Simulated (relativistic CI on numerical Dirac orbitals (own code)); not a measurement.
Forbidden transitions in Re35+

Method of calculation: Dirac-Coulomb-Breit CI, KLI orbitals optimised for each configuration, model QED (radiative potential, 1s self-energy scaled to tabulated hydrogen-like ionisation energies), unscaled Slater integrals (own radial code, finite nucleus).

CI space (outside the closed core [Ar] 3d10): 4s²4p⁶4d⁴, 4s²4p⁶4d³4f, 4s²4p⁵4d⁵, 4s4p⁶4d⁵, 4s4p⁶4d⁴4f, 4s²4p⁶4d³5s, 4s²4p⁶4d³5d, 4s²4p⁶4d³5g, 4p⁶4d⁶, 4p⁵4d⁷, 4s²4p⁶4d²5s², 4s²4p⁶4d4f5s², 4s4p⁶4d²4f5s², 4s²4p⁶4d5s²5d. Double excitations out of closed p, d and f shells are left out; levels of such configurations are missing from the list, as are those of other unlisted configurations, and high levels can miss mixing partners.

| λ vac (Å) | Lower | Upper | Type | A (s⁻¹) | gf | Branching (%) |
| --- | --- | --- | --- | --- | --- | --- |
| 460.48 | 4s²4p⁶4d⁴ ³F3 [5] | 4s²4p⁶4d⁴ ³F4 [17] | M1 | 2.24e+04 | 6.41e-06 | 72.1 |
| 491.55 | 4s²4p⁶4d⁴ ³F3 [5] | 4s²4p⁶4d⁴ ³F2 [16] | M1 | 6.98e+04 | 1.26e-05 | 75.3 |
| 525.26 | 4s²4p⁶4d⁴ ⁵D0 [6] | 4s²4p⁶4d⁴ ³D1 [21] | M1 | 7.27e+04 | 9.02e-06 | 37.2 |
| 546.06 | 4s²4p⁶4d⁴ ⁵D2 [7] | 4s²4p⁶4d⁴ ³D1 [21] | M1 | 7.45e+04 | 1.00e-05 | 38.2 |
| 584.54 | 4s²4p⁶4d⁴ ³F4 [3] | 4s²4p⁶4d⁴ ³F3 [13] | M1 | 3.27e+04 | 1.17e-05 | 79.2 |
| 598.82 | 4s²4p⁶4d⁴ ⁵D2 [7] | 4s²4p⁶4d⁴ ³F3 [20] | M1 | 8.28e+04 | 3.12e-05 | 55.1 |
| 601.36 | 4s²4p⁶4d⁴ ³H5 [10] | 4s²4p⁶4d⁴ ¹I6 [24] | M1 | 3.48e+04 | 2.45e-05 | 54.8 |
| 613.33 | 4s²4p⁶4d⁴ ⁵D1 [2] | 4s²4p⁶4d⁴ ⁵D2 [7] | M1 | 8.13e+04 | 2.29e-05 | 81.5 |
| 619.86 | 4s²4p⁶4d⁴ ³H4 [8] | 4s²4p⁶4d⁴ ⁵D4 [19] | M1 | 8.96e+04 | 4.65e-05 | 69.7 |
| 634.36 | 4s²4p⁶4d⁴ ⁵D3 [9] | 4s²4p⁶4d⁴ ³F3 [20] | M1 | 5.52e+04 | 2.33e-05 | 36.7 |
| 639.47 | 4s²4p⁶4d⁴ ⁵D3 [9] | 4s²4p⁶4d⁴ ⁵D4 [19] | M1 | 3.19e+04 | 1.76e-05 | 24.8 |
| 641.88 | 4s²4p⁶4d⁴ ⁵D1 [2] | 4s²4p⁶4d⁴ ⁵D0 [6] | M1 | 1.54e+05 | 9.50e-06 | 100.0 |
| 648.65 | 4s²4p⁶4d⁴ ³H6 [12] | 4s²4p⁶4d⁴ ¹I6 [24] | M1 | 2.87e+04 | 2.35e-05 | 45.2 |
| 649.67 | 4s²4p⁶4d⁴ ⁵D2 [4] | 4s²4p⁶4d⁴ ³P1 [11] | M1 | 6.23e+04 | 1.18e-05 | 96.9 |
| 686.95 | 4s²4p⁶4d⁴ ³F4 [3] | 4s²4p⁶4d⁴ ³H5 [10] | M1 | 2.88e+04 | 2.24e-05 | 99.7 |
| 742.42 | 4s²4p⁶4d⁴ ³G4 [14] | 4s²4p⁶4d⁴ ³G5 [22] | M1 | 2.55e+04 | 2.31e-05 | 35.1 |
| 787.35 | 4s²4p⁶4d⁴ ⁵D2 [4] | 4s²4p⁶4d⁴ ⁵D3 [9] | M1 | 2.34e+04 | 1.52e-05 | 43.0 |
| 799.27 | 4s²4p⁶4d⁴ ³P0 [1] | 4s²4p⁶4d⁴ ⁵D1 [2] | M1 | 5.16e+04 | 1.48e-05 | 100.0 |
| 809.02 | 4s²4p⁶4d⁴ ³F4 [3] | 4s²4p⁶4d⁴ ³H4 [8] | M1 | 4.72e+04 | 4.17e-05 | 88.5 |
| 876.56 | 4s²4p⁶4d⁴ ³F3 [5] | 4s²4p⁶4d⁴ ⁵D3 [9] | M1 | 3.09e+04 | 2.49e-05 | 56.9 |

Terms are leading LS components. Brackets give the number of a level in order of energy, since labels repeat. The list gives strong lines, with weight on those to low levels, among the lowest 200 of 2007 levels, so that lines to higher ones, which can be the strongest, are missing. Levels whose partners in the same complex of configurations lie outside the list can be far off, and so can their lines. Rates are taken at the computed energies, electric ones in the length gauge.

At this charge energies of transitions that change n are usually good to better than 1 %, and those within a shell (Δn = 0) to a few per cent. Terms inside the open d or f shell come out 10 to 20 % too wide with unscaled integrals.

LS names give the leading component of a level, which can be under half, so a name can repeat, a term be missing and a line seem to break the LS rules.
